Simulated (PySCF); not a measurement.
Gas-phase reaction: GeCl2 + 4 ICl = GeI4 + 6 Cl. Level: M06-2X/def2-TZVP†; standard pressure 1 bar.

Computed with PySCF and rigid-rotor harmonic-oscillator thermochemistry at 1 bar. † marks an energy on the PBE0/def2-TZVP geometry and frequencies. Open shells (unrestricted): Cl (multiplicity 2, electronic degeneracy 6); the rest are closed-shell singlets. Spin-orbit splitting is ignored; it lowers the true energy and changes the entropy of Cl. I: scalar-relativistic def2 core potential, no spin-orbit coupling. Ge: all electrons, no relativistic terms. The harmonic model lacks anharmonicity and excited electronic states, which grow with temperature; levels with a mode under 35 cm⁻¹ are left out. Soft modes under 120 cm⁻¹ make the harmonic entropy rough for GeI4.

```json
[
 {"T (K)": "1200", "1000/T (1/K)": "0.8333", "log10 K": "-22.41"},
 {"T (K)": "1400", "1000/T (1/K)": "0.7143", "log10 K": "-17.73"},
 {"T (K)": "1600", "1000/T (1/K)": "0.6250", "log10 K": "-14.19"},
 {"T (K)": "1800", "1000/T (1/K)": "0.5556", "log10 K": "?"},
 {"T (K)": "2000", "1000/T (1/K)": "0.5000", "log10 K": "-9.20"},
 {"T (K)": "2500", "1000/T (1/K)": "0.4000", "log10 K": "-5.14"}
]
```

Fit log10 K = a + b·(1000/T) to the five rows, get the mean ΔH° and ΔS°, and predict log10 K at 1800 K.

Means: 1000/T = 0.6145, log10 K = -13.734. Sums of products about the means: Sxy = -4.66445, Sxx = 0.117064, so b = Sxy/Sxx = -39.85 and a = -13.734 − (-39.85)×0.6145 = 10.75.
ΔH° = −R ln 10 × 1000 K × b = −19.145 × (-39.85) = 763 kJ; ΔS° = R ln 10 × a = 206 J/K. The run's own values go from 750 kJ and 196 J/K at 1200 K to 783 kJ and 215 J/K at 2500 K.
Prediction at 1800 K: 10.75 + (-39.85)×0.5556 = -11.39. The computed value is -11.42, 0.03 from the line.
For scale, ΔH°(298 K) is 725 kJ at this level, 767 kJ at ωB97M-V/def2-TZVP†, and runs from 270 to 1006 kJ over the 17 levels computed.
